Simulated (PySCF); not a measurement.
**From computed data to an observable: refractive index and permittivity of the vapour**

C₂H₄I, SMILES C[CH]I, multiplicity 2.

The structure is a stationary point at PBE0-D3(BJ)/def2-SVP. The isomer is the one that the SMILES or the coordinates give; other isomers of the formula were not compared. The def2 effective core potentials stand for the cores of I; spin–orbit coupling is left out.

PBE/def2-TZVPD (PySCF) gives a mean static polarisability of 65.5 bohr³ and a dipole moment of 1.30 D. Take an ideal gas at 298.15 K and 1 bar, whether or not the substance is that volatile.

### Question
Work out n − 1 in the optical limit and the static ε − 1.

### Answer

Polarisability volume α' = 65.5 × 0.148185 = 9.71 Å³. Number density N = p/kT = 2.43e-5 Å⁻³.
Dilute limit of Lorentz–Lorenz: n − 1 = 2π N α' = 0.0015.
Orientation term of Debye: μ²/(3kT) = 8.098 Å³ × μ²(D²) = 13.69 Å³.
ε − 1 = 4π N (α' + μ²/3kT) = 0.0071. Orientation of the dipole supplies 59 % of the static response; it can't follow optical fields. Vibrational polarisation and dispersion are left out.
